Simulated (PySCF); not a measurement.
# Electron correlation in Ti⁻ (titanium, charge -1)

[Ar] 3d3 4s2, high-spin 4F determinant. Computed with PySCF 2.14 in def2-QZVPPD (11s6p5d3f2g, 93 functions), with the non-relativistic Hamiltonian (point nucleus). Frozen: [Ne]; 13 electrons correlated.

```tsv
level	correlation energy (mhartree)
CCSD	-371.09
(T)	-16.51
CCSD(T)	-387.60
```

Diagnostics: T1 = 0.048, D1 = 0.2048, largest double amplitude 0.081.

**Question.** Is a single reference adequate?

**Answer.** Not fully. T1 exceeds 0.03, a sign that the reference determinant is poor.

This basis was not built for core-valence correlation, so the inner-shell part is incomplete.
